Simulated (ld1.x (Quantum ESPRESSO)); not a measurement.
# Building the PAW potential for samarium (Sm) (PBEsol, scalar-relativistic).

ld1.x (Quantum ESPRESSO) 7.5 input, shortened:

```
&input
   title='Sm', zed=62., rel=1, dft='PBESOL', iswitch=3,
   config='[Xe] 4f5 5d1 6s1.75 6p0.25'
 /
 &inputp
   pseudotype=3, lpaw=.true., tm=.true., lloc=-1, rcloc=1.95,
   nlcc=.true., new_core_ps=.true., rcore=1.35,
   which_augfun='BESSEL', rmatch_augfun=2.45
 /
6
5S  1  0   2.00   0.00  2.15  2.55  0.0
6S  2  0   1.75   0.00  2.15  2.55  0.0
5P  2  1   6.00   0.00  2.75  3.20  0.0
6P  3  1   0.25   0.00  2.75  3.20  0.0
5D  3  2   1.00   0.00  2.40  3.05  0.0
5D  3  2   0.00   0.45  2.40  3.05  0.0
 &test
   configts(1)='5s2 5p6 5d1 6s1.75 6p0.25'
 /
```

What the tests gave:

| Item | Value |
| --- | --- |
| Configuration tests | test run stopped at test 5 of 7 (negative rho) |
| Lowest eigenvalue of the overlap operator | -0.53 (p channel); it is negative, so in a basis up to 400 Ry S is not positive definite and the file is unfit for use |

The ghost test of this file was not conclusive. Its overlap operator is not positive definite in a basis up to 400 Ry (lowest eigenvalue p -0.53), so the file is unfit for use: the generalised eigenproblem breaks down once the basis is large enough, and its test numbers describe a broken file.

Generation and tests took about 2.7 s on one core of a shared server CPU.
